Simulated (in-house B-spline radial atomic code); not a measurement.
## RPBE excitations of Ne⁸⁺

Method: RPBE. Computed with an all-electron radial atomic-structure program (B-spline basis): linear response of the closed shell 1s2 with the functional's adiabatic kernel; scalar-relativistic (spin-free one-electron X2C), finite nucleus, no spin-orbit coupling, no double excitations, S, P, D and F terms only.

Command:
```bash
python run_td.py task.json out
```
Settings (radii: box in bohr, nucleus in fm):
```
Z                        10
electrons                2
configuration            1s2
hamiltonian              x2c
method                   rpbe,pbe
box_radius               11.59
rms_radius               3.0055
intervals                71
```

Time taken, with all properties: 0.2 s on 1 thread of Arm Neoverse N1, on a shared host.

The lowest states, in the order of their Tamm-Dancoff energies; the method's threshold (minus the highest occupied level) is 1136.68 eV. Labels give the largest channel, * marks a mixed state, and oscillator strengths are full-response dipole values. Semilocal kernels can invert the small singlet-triplet splittings of Rydberg terms. Energies in eV:

```tsv
state	full response	Tamm-Dancoff	oscillator strength
1s → 2s 3S	883.18	883.20	-
1s → 2s 1S	892.98	893.11	-
1s → 2p 3P	894.78	894.81	-
1s → 2p 1P	?	?	?
1s → 3s 3S	1030.85	1030.85	-
1s → 3s 1S	1033.23	1033.26	-
1s → 3p 3P	1034.56	1034.56	-
1s → 3p 1P	1036.26	1036.27	0.131
1s → 3d 3D	1037.69	1037.69	-
1s → 3d 1D	1037.76	1037.76	-
1s → 4s 3S	1078.58	1078.58	-
1s → 4s 1S	1079.52	1079.54	-
1s → 4p 3P	1080.11	1080.12	-
1s → 4p 1P	1080.80	1080.81	0.0494
1s → 4d 3D	1081.26	1081.26	-
1s → 4d 1D	1081.30	1081.30	-
1s → 4f 3F	?	?	-
1s → 4f 1F	1082.14	1082.14	-
```

Problem. Where does 1s → 4f 3F lie?

Solution. At 1082.14 eV in full response, 1082.14 eV in Tamm-Dancoff.

Problem. Where does 1s → 2p 1P lie?

Solution. At 901.57 eV in full response, 901.60 eV in Tamm-Dancoff, oscillator strength 0.667.

Problem. How large is the singlet-triplet splitting of 1s → 2s (S terms) in Tamm-Dancoff?

Solution. 9.9 eV, from the unrounded values.

Problem. What polarisabilities and dispersion coefficient does the method give?

Solution. Dipole 0.001059 bohr³, quadrupole 4.132e-05 bohr⁵, C6 3.274e-05 hartree·bohr⁶ for two such species.
